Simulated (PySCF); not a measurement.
A structure optimised at B3LYP-D3(BJ)/def2-SVP, used in a PySCF frequency run:

```
Si
F 1 1.6315
C 1 1.8618 2 108.20
H 3 1.1004 1 110.77 2 -57.88
H 3 1.1011 4 108.33 1 121.49
H 3 1.1028 4 108.55 5 117.74
C 1 1.8618 2 108.20 3 124.96
H 7 1.1004 1 110.77 2 57.88
H 7 1.1011 8 108.33 1 -121.49
H 7 1.1028 8 108.55 9 -117.74
I 1 2.4738 2 106.93 3 -117.52
```

Question: Write its SMILES, formula and point group.

Answer: C[Si](C)(F)I, C₂H₆FISi, Cs

Question: What are its rotational constants (standard atomic weights)?

Answer: 3.3445, 1.0854, 1.0576 GHz
